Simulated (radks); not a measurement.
Question: Species: Cu III. Configuration: [Ar] 3d8.5 4p0.5 (fractional occupations, a model configuration). Calculated with a radial shooting solver on a logarithmic mesh with Libxc functionals: non-relativistic Kohn-Sham, PBE, spin-polarised, spherical densities, point nucleus; open shells are filled with parallel spins first. Some entries of the table are withheld. Estimate them.

orbital,occ.,eigenvalue (Ry),<r> (bohr)
1s up,1,-645.0847,0.05291
1s down,1,-645.0835,0.05291
2s up,1,-78.72901,0.2387
2s down,1,-78.65886,0.2386
2p up,3,-69.29047,0.2079
2p down,3,-69.23802,0.2077
3s up,1,-10.43294,0.7174
3s down,1,-10.30052,0.7183
3p up,3,-7.49002,0.7447
3p down,3,-7.35865,0.7462
3d up,5,-2.55388,0.8847
3d down,3.5,-2.42587,0.8929
4s up,0,-1.76435,2.251
4s down,0,-1.68575,2.253
4p up,0.5,(1),2.693
4p down,0,(2),2.680
4d up,0,-0.62826,4.193

Answer: 
(1) 4p up eigenvalue (Ry): -1.24627
(2) 4p down eigenvalue (Ry): -1.16791
